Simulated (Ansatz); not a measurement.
The same path of CH5BOSi (9 atoms, charge 0, multiplicity 1) was run twice with different band settings. The coordinate that changes most is the dihedral C2–O3–Si4–H7.

Level of theory: RKS r2SCAN/6-31G in Ansatz.

Relaxed end points:

```xyz
9
Properties=species:S:1:pos:R:3
B -0.099 1.681 -0.803
C 0.921 0.980 -0.135
O 0.986 -0.294 0.454
Si -0.418 -1.341 0.470
H -0.886 2.343 -1.372
H 1.879 1.498 -0.033
H 0.033 -2.602 1.128
H -0.880 -1.583 -0.945
H -1.537 -0.682 1.235
```

```xyz
9
Properties=species:S:1:pos:R:3
B -0.078 1.863 -0.116
C 0.911 0.908 -0.412
O 0.957 -0.493 -0.322
Si -0.424 -1.395 0.267
H -0.838 2.733 0.101
H 1.859 1.298 -0.795
H -0.754 -0.960 1.672
H -0.013 -2.829 0.215
H -1.619 -1.125 -0.612
```

Common settings: movable images 9; climbing image yes; optimiser quadratic models (default); start path through a guess of the saddle point; force threshold 0.05 eV/Å; end points relaxed.

| run | spring | iteration limit |
| --- | --- | --- |
| 1 | 5.0 eV/Å² | 41 |
| 2 | 0.1 eV/Å² | 58 |

What does each run give, and how far can it be trusted?

Run 1: converged after 14 iterations, highest image 0.045 eV above the first end. A vibrational analysis at the climbing image gives one clearly imaginary mode, 138i cm⁻¹: a first-order saddle point.
Run 2: converged after 11 iterations, highest image 0.046 eV above the first end. Another band between the same ends (9 images) ends at a top of the same energy, where a vibrational analysis finds 1 clearly imaginary mode.
Limits of this set-up: no polarisation functions.
